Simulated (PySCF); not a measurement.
# Checking a proposed structure

A compound C$_{8}$H$_{16}$N$_{2}$ gives the data below (simulated from a calculation) and was assigned the structure `CC(C)(C)/C=N/NC1CC1`.

¹³C{¹H} NMR (computed): δ 133.3 (CH), 61.6 (CH), 37.2 (CH3), 21.4 (CH3, 2C), 19.9 (CH), 7.5 (CH2, 2C).

¹H NMR (300 MHz, computed): δ 5.60 (d, 1H), 3.08 (sept, 1H), 2.75 (s, 3H), 1.79 (m, 1H), 1.21 (d, 6H), 0.74 (m, 2H), 0.29 (m, 2H).

[PySCF: geometry from GFN2-xTB; GIAO PBE0/pcSseg-1 shieldings; averaged over atoms made equivalent by symmetry, fast rotation or ring inversion; single conformer; non-relativistic Hamiltonian; no solvent model]

Referencing at the same level of theory: ¹H (31.72 ppm) and ¹³C (186.93 ppm) against TMS.

**Question.** Compare with the shifts computed for the proposed structure, pairing carbons in order of shift.

**Answer.** Structure with atom numbers: `[CH3:1][C:2]([CH3:3])([CH3:4])/[CH:5]=[N:6]/[NH:7][CH:8]1[CH2:9][CH2:10]1`. Each H is labelled by its parent atom.

```
atom  computed for proposal  given list  difference
  C5                  143.7       133.3       +10.4
  C2                   37.0        61.6       -24.6
  C1                   30.0        37.2        -7.2
  C3                   30.0        21.4        +8.6
  C4                   30.0        21.4        +8.6
  C8                   28.0        19.9        +8.1
  C9                    7.8         7.5        +0.3
 C10                    7.8         7.5        +0.3
```

The rms difference is 11.1 ppm and the largest -24.6 ppm at C2 (quaternary sp3 carbon). The proposal also would give 5 carbon signals, not 6. The carbon types in order of shift don't match either: CH, C, CH3, CH3, CH3, CH, CH2, CH2 for the proposal against CH, CH, CH3, CH3, CH3, CH, CH2, CH2 in the data. The proposal doesn't fit.

**Question.** Which isomer fits?

**Answer.** `CC(C)N(C)/N=C/C1CC1`.

1. Carbon types of the structure: 3 × CH, 2 × CH2, 3 × CH3, which accounts for all hydrogens.
2. δC 133.3: C=N carbon.
3. δC 61.6: sp3 CH bonded to N; deshielded by the electronegative neighbour.
4. δC 21.4: methyl carbon; a saturated carbon with 1 carbon neighbour and no heteroatom attached.
5. δH 2.75: hydrogen on a methyl carbon bonded to N; its carbon carries N, an electronegative neighbour.

Other isomers checked: C=CN(C)N1CCCCC1 (rms 20.1 ppm).

The data come from this structure; uniqueness wasn't tested.

Shifts are as computed. Against solution values, carbons near 30 ppm lie about +3 ppm off and those near 130 ppm about +5 ppm. Of 1211 compounds with measured shifts, 218 miss one by over three times the rms of a fit or turn the order of signals round; such compounds aren't used in these exercises. No couplings were computed; multiplicities are counted from neighbouring protons, with m where these are inequivalent, close in shift, in a saturated or five-membered ring or joined by F or P, and br s for small geminal =CH2 splittings.
